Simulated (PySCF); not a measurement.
A structure optimised at PBE0-D3(BJ)/def2-TZVP, used in a PySCF frequency run:

```
Be
N 1 1.4964
H 2 1.0066 1 124.99
H 2 1.0066 3 110.02 1 -179.76
Se 1 2.0427 3 158.26 2 175.83
H 5 1.4695 1 91.12 3 94.01
```

Question: Write its SMILES, formula and point group.

Answer: [NH2][Be][SeH], BeH3NSe, Cs

Question: What are its rotational constants (standard atomic weights)?

Answer: 143.58, 2.6158, 2.6053 GHz
